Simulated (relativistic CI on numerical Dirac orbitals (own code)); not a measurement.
**Transition arrays of Zn¹⁰⁺**

These numbers are calculated, not measured: Dirac-Coulomb-Breit CI, orbitals from a KLI potential per configuration, model QED (radiative potential, 1s self-energy scaled to tabulated hydrogen-like ionisation energies), valence Slater integrals scaled by 0.9, whole transition arrays (own radial code, finite nucleus).

CI space (outside the closed core [Ne] 3s2): 3p6 3d2, 3p6 3d 4f, 3p5 3d3, 3p6 3d 4p, 3p6 3d 5f. Levels of other configurations are missing.

All E1 lines from the levels of 3p6 3d2; mean and standard deviation are weighted by gf, and upper levels are sorted by their leading configuration.

| Upper configuration | Lines | Σgf | Mean (eV) | Mean (nm) | σ (eV) | Strongest line (nm) |
| --- | --- | --- | --- | --- | --- | --- |
| 3p6 3d 4f | 81 | 58.8 | 165.05 | 7.512 | 2.05 | 7.545 |
| 3p5 3d3 | 466 | 112.3 | 94.96 | 13.056 | 6.13 | 12.574 |
| 3p6 3d 4p | 60 | 2.9 | 117.96 | 10.511 | 2.21 | 10.580 |
| 3p6 3d 5f | 81 | 24.7 | 203.00 | 6.108 | 2.20 | 6.147 |

Σgf per state of the lower configuration in bins of 0.2 nm over the central range (centre: value): 6.1: 0.52, 6.3: 0.03, 7.5: 1.22, 7.7: 0.05, 7.9: 0.03, 10.3: 0.03, 10.5: 0.02, 11.9: 0.05, 12.1: 0.18, 12.3: 0.28, 12.5: 0.46, 12.7: 0.12, 12.9: 0.46, 13.1: 0.05, 13.3: 0.08, 13.5: 0.18, 13.7: 0.15, 13.9: 0.10, 14.3: 0.26.

Problem. How do configuration mixing and the scaling of the Slater integrals move the arrays?

Solution. Slater scale 0.9, no configuration mixing: 3p6 3d 4f 164.8 ± 1.9 eV (Σgf 49.7), 3p5 3d3 95.0 ± 6.1 eV (Σgf 118.4), 3p6 3d 4p 118.1 ± 1.9 eV (Σgf 5.4), 3p6 3d 5f 202.9 ± 2.2 eV (Σgf 18.4); Slater scale 1: 3p6 3d 4f 165.2 ± 2.3 eV (Σgf 60.2), 3p5 3d3 96.9 ± 6.7 eV (Σgf 113.8), 3p6 3d 4p 117.8 ± 2.6 eV (Σgf 2.5), 3p6 3d 5f 203.1 ± 2.4 eV (Σgf 25.4); Slater scale 0.8: 3p6 3d 4f 164.9 ± 1.8 eV (Σgf 57.5), 3p5 3d3 93.0 ± 5.5 eV (Σgf 110.8), 3p6 3d 4p 118.0 ± 1.9 eV (Σgf 3.3), 3p6 3d 5f 202.9 ± 2.0 eV (Σgf 24.1). With mixing, levels are counted to their leading configuration, so an array can shrink or vanish into another, and the sums then hold other lines.
